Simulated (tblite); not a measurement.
Species: C8H16P (charge +1).
Numbering: `[CH2:1]=[CH:2][P@H+:3]1[C@H:4]([CH2:5][CH3:6])[C@@H:7]1[CH2:8][CH3:9]` (hydrogens: H10, H11 on C1; H12 on C2; H13 on P3; H14 on C4; H15, H16 on C5; H17, H18, H19 on C6; H20 on C7; H21, H22 on C8; H23, H24, H25 on C9)

The geometry is computed with GFN2-xTB (gas phase).

What internal coordinates does the optimisation give?

```tsv
bond	length (Å)	order
C1=C2	1.326	double
C2–P3	1.787	single
P3–C4, P3–C7	1.817	single
C4–C5, C7–C8	1.512	single
C5–C6, C8–C9	1.525	single
C4–C7	1.538	single
C1–H10	1.078	single
C1–H11	1.078	single
C2–H12	1.084	single
P3–H13	1.373	single
C4–H14, C7–H20	1.089	single
C5–H15, C8–H22	1.092	single
C5–H16, C8–H21	1.092	single
C6–H17 and 5 like bonds	1.087	single
```

Bonds in one row agree within 0.01 Å and their mean is given. Orders are formal, as drawn. A selection of angles:
```tsv
angle	degrees
C1–C2–P3	123.5
C2–P3–C4	122.3
C4–P3–C7	50.1
P3–C4–C5	118.7
P3–C4–C7	65.0
C5–C4–C7	123.5
C4–C5–C6	110.7
C4–C7–C8	122.2
P3–C7–C8	121.3
C7–C8–C9	110.1
```

Torsions: C1–C2–P3–C4 151° (antiperiplanar); C2–P3–C4–C5 -139° (anticlinal); P3–C4–C5–C6 76° (synclinal); P3–C4–C7–C8 113° (anticlinal); C4–C7–C8–C9 81° (synclinal); C2–P3–C7–C4 -108° (anticlinal).

The C–C distances run from 1.326 Å (C1=C2, drawn double) to 1.538 Å (C4–C7, drawn single), a spread of 0.212 Å. C2 (alkene CH carbon) is planar (angles 123.5°, 123.1° and 113.4°, sum 360.0°, 0.00 Å off the plane of its three neighbours). C1 (terminal =CH2 carbon) is planar (angles 122.8°, 120.8° and 116.4°, sum 360.0°, 0.00 Å off the plane of its three neighbours). The 3-membered ring P3–C4–C7 has internal angles of 50.1° to 65.0°. P3 (phosphonium phosphorus) has angles from 50.1° to 122.3°. The 3 C–P bonds span 1.787 Å (C2–P3, drawn single) to 1.818 Å (P3–C7, drawn single), a spread of 0.031 Å. Of the pairs four or more bonds apart, H15···H21 is among the closest relative to their van der Waals radii: 2.21 Å, 92 % of the sum of Bondi's values.

Point group: C1 (no symmetry element, even within 0.4 Å). Its GFN2-xTB frequencies are all real (lowest 43 cm⁻¹). 3 starts were optimised and ended at 0.00, 0.01 and 0.78 kcal/mol (GFN2-xTB); the lowest of these is shown.

Time: 1.8 s. Hardware: one thread of an AMD EPYC 9R14, shared host with 192 logical CPUs at a one-minute load of 26. That covers the optimisation of the geometry.

One conformer stands for the species.
